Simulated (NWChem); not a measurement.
# BiHCl2; SMILES [Cl][BiH][Cl]

Computed with NWChem. def2 effective core potentials on Bi; no spin-orbit coupling. Each level has its own optimisation; frequencies are unscaled.

### Question
Among these, which level gives the highest value of “lowest (cm⁻¹)”?
(A) PBE0/def2-SVP
(B) BLYP/def2-SVP
(C) PBE/def2-SVP

### Answer
A, PBE0/def2-SVP. Values: BLYP/def2-SVP 96; PBE/def2-SVP 97; PBE0/def2-SVP 103
